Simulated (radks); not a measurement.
The numbers below are computed, except where a source is named.
Spin polarisation of the 5d7 shell in the iridium ion Ir2+. Start: [Xe] 4f14 5d(up 3.5, down 3.5); electrons of 5d are moved from spin down to spin up, other shells keep equal spins. Code: a radial shooting solver on a logarithmic mesh with Libxc functionals. Model: scalar-relativistic Kohn-Sham, LDA (Slater exchange, Perdew-Wang correlation), spin-polarised, spherical densities, finite nucleus; Fermi nuclear charge, rms radius of each element as measured or else 0.836 A^(1/3) + 0.57 fm.

moment (Bohr magnetons)  E - E(0) (eV)  e(5d up) (eV)  e(5d down) (eV)  5p down minus up (eV)
0                                0.000        -24.710          -24.710                  0.000
0.75                            -0.083        -24.924          -24.480                  0.405
1.5                             -0.333        -25.123          -24.234                  0.811
2.25                            -0.750        -25.308          -23.969                  1.218
3                               -1.337        -25.478          -23.686                  1.628

At moment 3 the spin-polarisation energy is -1.337 eV and the 5d exchange splitting 1.792 eV, that is 0.597 eV per Bohr magneton; E = -I m^2/4 would give I = 0.594 eV.
